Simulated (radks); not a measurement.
Results of a calculation; reference values are marked as such.
Problem. Species: the bismuth ion Bi76+. Configuration: [He] 2s2 2p3. Code: a radial shooting solver on a logarithmic mesh with Libxc functionals. Model: non-relativistic Kohn-Sham, LDA (Slater exchange, Perdew-Wang correlation), spin-unpolarised, spherical densities, point nucleus; relativity is left out, which matters for an element this heavy. Some entries of the table are withheld. Estimate them.

| orbital | occ. | eigenvalue (eV) | <r^2> (bohr^2) | <r> (bohr) |
|---|---|---|---|---|
| 1s | 2 | -89280.49 | 0.0004427 | (1) |
| 2s | 2 | -21067.81 | 0.006478 | 0.07449 |
| 2p | 3 | -20779.38 | (2) | 0.06261 |

Solution. 
(1) 1s <r> (bohr): 0.01821
(2) 2p <r^2> (bohr^2): 0.004717
